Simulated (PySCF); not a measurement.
Compound: C6H5ClO2.
Structure used (GFN2-xTB), in Å, numbered top down from 1:
```
atom  x, y, z in Å
C1    -2.1856    0.2824    0.8039
C2    -0.8955   -0.0419    0.1474
C3    -0.6007   -0.8923   -0.8931
C4     0.7836   -0.8029   -1.0960
C5     1.2498    0.1016   -0.1606
C6     2.5951    0.5536    0.0616
O7     3.5781    0.2277   -0.5299
Cl8    2.6949    1.7263    1.3887
O9     0.2157    0.5544    0.5870
H10   -2.9906   -0.2778    0.3385
H11   -2.1403    0.0374    1.8644
H12   -2.3915    1.3488    0.7207
H13   -1.2956   -1.4993   -1.4361
H14    1.3819   -1.3184   -1.8185
```

The closed-shell ground state was solved at several levels (PySCF, density fitting, gas phase, non-relativistic).

```csv
level,basis functions,HOMO (eV),LUMO (eV),gap (eV),dipole (D)
PBE0/pcSseg-1,185,-7.29,-2.00,5.29,5.31
PBE0/def2-SVPD,233,-7.29,-2.09,5.20,5.36
```

(1) What might wB97X-D/def2-SVPD (233 basis functions) give for the same quantities?

(2) Over all these levels, which gives the widest orbital gap and which the narrowest?

(3) How far do the dipole and the HOMO energy spread over the levels?

Answers

(1) HOMO -9.02 eV, LUMO -0.38 eV, gap 8.64 eV, dipole 5.29 D.

(2) wB97X-D/def2-SVPD (range-separated hybrid) has the widest, 8.64 eV, and PBE0/def2-SVPD (global hybrid, 25 % exact exchange) the narrowest, 5.20 eV. The two share the basis. From the narrowest to the widest the HOMO moves by -1.73 eV and the LUMO by +1.71 eV.

(3) The dipole runs from 5.29 to 5.36 D (mean 5.32 D) and the HOMO from -9.02 to -7.29 eV.

One conformer stands for the species.
